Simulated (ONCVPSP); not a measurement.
**ruthenium: one change to an ONCV potential, before and after**

ONCVPSP 4.0.1 input, shortened (lines: element, Z, core and valence counts, functional; n l f; lmax; l rc ep ncon nbas qcut; lloc lpopt rc5 dvloc0; l nproj debl; icmod fcfact rcfact), PBE, scalar-relativistic:

```
  Ru 44.00    8    2        4      upf
    1    0    2.00
    2    0    2.00
    2    1    6.00
    3    0    2.00
    3    1    6.00
    3    2   10.00
    4    0    2.00
    4    1    6.00
    4    2    7.00
    5    1    1.00
    2
    0    3.05    0.17    4    9    2.30
    1    3.85    0.00    4    7    2.00
    2    1.70    0.00    4    9    8.60
    4    5    1.10    1.00
    0    2    2.80
    1    3    1.10
    2    2    1.60
    3    5.25    1.45
```

In the s channel the program set the typed energies aside and used 0.050, 2.850 Ha.

Change: p: qcut 2.5.

Cutoffs: the cutoffs (Ha) at which the residual kinetic energy of the hardest occupied pseudo-wave falls to 1 and 0.1 mHa per electron; they do not see the model core or the augmentation charge, which bear on the density cutoff. Errors are all-electron minus pseudo energies relative to the spin-unpolarised reference configuration.

Question: Predict the effect on cutoff, ghosts and configuration errors.

Answer: The potential gets neither clearly harder nor softer (24 Ha and 29 Ha → 24 Ha and 29 Ha); both files keep a bound ghost (s); the number of tests with a reliable result goes from 3 to 4; the errors of the 3 common tests hardly move; the range in which the p phases agree narrows (upper end at the end of the scan → 3.1).

| quantity | base | changed |
| --- | --- | --- |
| cutoff, loose | 24 Ha | 24 Ha |
| cutoff, tight | 29 Ha | 29 Ha |
| loose cutoff by channel | p 0.8 Ha, d 24 Ha | p 0.9 Ha, d 24 Ha |
| bound ghosts | s | s |
| GHOST(+) flags under 300 eV | p at 4.4 eV, s at 98.6 eV | p at 7.2 eV, s at 98.6 eV |
| tests with a reliable result | 3 of 4 | 4 of 4 |
| error for 4d7 5s1 5p0, meV [ΔE -3.46 eV] | +20 | +19 |
| error for 4d7 5p0, meV [ΔE 3.83 eV] | -9.4 | -9.1 |
| error for 4d6 5s1 5p1, meV [ΔE 2.19 eV] | -28 | -29 |
| s: phases at 3.09 bohr within 0.05 rad from the reference energy up to (Ha; the scan ends near 5) | 1.2 | 1.2 |
| p: phases at 3.91 bohr within 0.05 rad from the reference energy up to (Ha; the scan ends near 5) | to the end of the scan | 3.1 |
| d: phases at 1.72 bohr within 0.05 rad from the reference energy up to (Ha; the scan ends near 5) | to the end of the scan | to the end of the scan |
| rms error of d²Exc/dni dnj with the model core, mHa | 0.37 | 0.36 |

 A true bound ghost makes a file unfit for plane-wave use even where its test errors are small: the radial tests pick states by their node count and pass the ghost by.
